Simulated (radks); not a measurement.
Results of a calculation; reference values are marked as such.
Problem. Radial electron density D(r) = 4 pi r^2 rho(r) of an atom or ion with 22 electrons. Code: a radial shooting solver on a logarithmic mesh with Libxc functionals. Model: Dirac Kohn-Sham, PBE, spin-unpolarised, spherical densities, finite nucleus; Fermi nuclear charge, rms radius of each element as measured or else 0.836 A^(1/3) + 0.57 fm.

| r (bohr) | D(r) (e/bohr) |
|---|---|
| 0.002995 | 0.7633 |
| 0.003932 | 1.253 |
| 0.005202 | 2.059 |
| 0.006828 | 3.279 |
| 0.008963 | 5.108 |
| 0.01176 | 7.726 |
| 0.01544 | 11.25 |
| 0.02043 | 15.72 |
| 0.02682 | 20.38 |
| 0.0352 | 24.31 |
| 0.0462 | 26.17 |
| 0.06065 | 25.11 |
| 0.07961 | 21.97 |
| 0.1053 | 19.66 |
| 0.1383 | 21.39 |
| 0.1815 | 26.09 |
| 0.2382 | 27.97 |
| 0.3126 | 22.37 |
| 0.4137 | 12.61 |
| 0.543 | 7.819 |
| 0.7127 | 9.113 |
| 0.9355 | 9.725 |
| 1.228 | 6.364 |
| 1.625 | 2.594 |
| 2.133 | 1.312 |
| 2.799 | 1.253 |
| 3.674 | 0.9965 |
| 4.823 | 0.4852 |
| 6.381 | 0.1336 |
| 8.376 | 0.02151 |
| 10.99 | 0.001658 |

What is the nuclear charge?

Solution. Z = 22. The innermost maximum, from 1s, lies near gamma/Z bohr with gamma = sqrt(1 - (Z/c)^2) = 0.987, here 0.0449 bohr (found: 0.0481), and its height grows with Z. The density is that of neutral titanium in [Ar] 3d0.5 4s1 4p2.5; the configuration itself is not fixed sharply by these data, and Z only to about a unit. D(r) has 4 maxima, at r = 0.0481, 0.225, 0.857, 2.69 bohr, and minima at 0.109, 0.565, 2.42 bohr, inside which lie 2.14, 10.38, 19.10 electrons.
